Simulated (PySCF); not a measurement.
Computed properties of C₂H₇ClOSi, SMILES C[C@@H](O)[SiH2]Cl

C2H7ClOSi, SMILES C[C@H]([SiH2]Cl)O. The structure is a stationary point at r2SCAN-D4/def2-SVP. The structure was generated by enumeration; whether it is a known compound was not checked. Other conformers were not sampled. All values are computed for the isolated molecule unless a solvent is named; none is compared with measurement here.

**Structure.** All 30 harmonic modes at r2SCAN-D4/def2-SVP (PySCF) are real, so it is a minimum. With heavy atoms numbered as in [CH3:1][C@@H:2]([OH:3])[SiH2:4][Cl:5], the shortest bond between them is C2–O3 at 1.427 Å and the longest Si4–Cl5 at 2.072 Å.

**Vibrations.** The strongest infrared lines (harmonic, unscaled, degenerate partners summed) lie at 851 cm⁻¹ (201 km/mol, H 80 %, Si 9 %), 2224 cm⁻¹ (128 km/mol, H 96 %), 336 cm⁻¹ (112 km/mol, H 86 %). The softest mode is at 65 cm⁻¹ and the zero-point energy is 55.5 kcal/mol.

**Electronic structure.** CAM-B3LYP/def2-TZVP (PySCF) places the frontier levels at -9.01 and 1.10 eV, a gap of 10.11 eV, and gives a dipole moment of 2.70 D and a mean polarisability of 66.0 bohr³. PBE/def2-TZVP (PySCF) at the same geometry gives -6.13 and -0.75 eV, so its gap is 4.73 eV narrower. An orbital gap is neither the optical nor the fundamental gap.

**Excitations.** TDDFT-CAM-B3LYP/def2-SVPD (PySCF) has S1 at 6.67 eV (186 nm, f = 0.005, weak); the most intense of the 10 singlets computed lies at 8.20 eV (f = 0.08). T1 (TDA) is at 6.36 eV. TDDFT-PBE/def2-SVPD (PySCF) puts S1 at 5.41 eV. No vertical singlet excitation falls in the visible range (under 3.1 eV).

**NMR.** GIAO shifts at PBE0/pcSseg-1 (PySCF) (non-relativistic, atoms alike by connectivity averaged): ¹³C from 22.4 to 65.2 ppm against TMS; ¹H from -0.2 to 5.1 ppm against TMS; ²⁹Si at -2.8 ppm against TMS. Without spin–orbit terms, shifts of atoms bonded to Cl or Br come out too high.
